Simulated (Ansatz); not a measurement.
Basis-set extrapolation for C3H5FOSi (`CC1(F)[SiH2]C1=O`) (PBE0-D4/def2-TZVP geometry, frozen core, Ansatz 0.2.0). Multiplicity 1, RHF reference.

|  | def2-TZVPP | def2-QZVPP |
| --- | --- | --- |
| HF | -579.775323 | -579.797137 |
| MP2 correlation | -1.086593 | -1.169155 |
| CCSD(T) correlation | -1.166966 | not run |

Energies in hartree. Use E(X) = E(∞) + A·exp(−7.88·√X) for Hartree–Fock and E(X) = E(∞) + B·X^(−2.97) for correlation, with X = 3 and 4, and add CCSD(T) minus MP2 of the smaller set to the MP2 limit.

Question: What is the CCSD(T) energy at the basis-set limit?

Answer: HF limit: -579.797137 + (-0.021814) × 0.13774 = -579.80014. MP2 limit: -1.169155 + (-0.082562) × 0.74074 = -1.23031. Higher-order term: -1.166966 − (-1.086593) = -0.08037. Total: -581.11082 hartree, 442.5 kJ/mol below CCSD(T)/def2-TZVPP.
